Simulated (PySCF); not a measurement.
Ligands exchanged one at a time, B SiH3-H. All species are isolated molecules in the gas phase. Strings in code marks are SMILES.

Level of theory: PBE-D3(BJ)/def2-TZVP // B3LYP-D3(BJ)/def2-TZVP run with PySCF. 

```csv
species,LUMO (eV),dipole moment (D)
1 of 3 SiH3 replaced by H (`[SiH3]B[SiH3]`),-3.80,0.32
2 of 3 SiH3 replaced by H (`B[SiH3]`),-3.49,0.29
3 of 3 SiH3 replaced by H (`B`),-3.05,0.00
```
